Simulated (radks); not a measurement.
Valence configurations of Sn II (all share [Kr]). All-electron calculation, scalar-relativistic Kohn-Sham, PBE, spin-unpolarised, spherical densities, point nucleus. Program: a radial shooting solver on a logarithmic mesh with Libxc functionals. Energies are relative to 4d10 5s2 5p1; eigenvalues in eV.

| valence | E (eV) | e(4d) | e(5p) | e(5s) |
|---|---|---|---|---|
| 4d10 5s2 5p1 | 0.000 | -33.806 | -10.256 | -17.812 |
| 4d10 5s1.5 5p1.5 | 3.802 | -34.553 | -10.614 | -18.265 |
| 4d10 5s1 5p2 | 7.649 | -35.281 | -10.961 | -18.702 |
| 4d10 5p3 | 15.476 | -36.686 | -11.619 | - |
| 4d9.5 5s1.5 5p2 | 16.332 | -37.597 | -11.402 | -19.431 |
| 4d9.5 5s1 5p2.5 | 20.368 | -38.294 | -11.729 | -19.843 |
| 4d9.5 5s0.5 5p3 | 24.445 | -38.975 | -12.045 | -20.241 |
| 4d9 5s2 5p2 | 25.816 | -39.943 | -11.841 | -20.155 |
| 4d9 5s1 5p3 | 34.212 | -41.296 | -12.471 | -20.947 |
| 4d9 5p4 | 42.764 | -42.597 | -13.065 | - |

NIST lists [Kr] 4d10 5s2 5p1 as the ground configuration; this level of theory agrees among the configurations tried. The energies are those of spherical spin-averaged densities, not of single terms.
